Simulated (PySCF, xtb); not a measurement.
HSZn, SMILES [SH][Zn+], charge +1.

Harmonic wavenumbers (cm⁻¹) from GFN2-xTB (xtb) at its own minimum, in rising order: 315, 642, 2248.

**Question.** What does PBE-D3(BJ)/def2-TZVP (PySCF) give at its own minimum? (Estimate from the structure and the level; the computed values follow.)

**Answer.** 385, 685, 2560. Paired by order, the mean absolute difference is 141 cm⁻¹ and the zero-point energies are 4.6 and 5.2 kcal/mol.
